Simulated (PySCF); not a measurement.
## MF₄ across group 14

Level: PBE0, basis family def2-TZVP, no relativity.

Each entry is the lowest minimum that a search over a few typed start shapes (and spin states, where more than one is plausible) found, or that minimum re-optimised at the stated level; isomers with ligand–ligand bonds, or fragments after loss of a ligand pair, can lie lower. Open shells are unrestricted; no spin–orbit coupling; PySCF with density fitting.

| molecule | 2S+1 | point group | mean bond to the central atom (Å) | polar-tensor charge of the central atom | lowest ω (cm⁻¹) | distinct angles (°) |
| --- | --- | --- | --- | --- | --- | --- |
| CF₄ | 1 | Td | 1.318 | 2.08 | 436 | 109 |
| SiF₄ | 1 | Td | 1.562 | 2.37 | 262 | 109 |
| GeF₄ | 1 | Td | 1.692 | 2.39 | 200 | 109 |

The bond lengthens at every step; the largest change, 0.244 Å, falls between CF₄ and SiF₄ among the members listed.

Left out of the table are members whose search was unfinished or whose lowest solution was spin-contaminated, unstable, very soft or bonded differently.
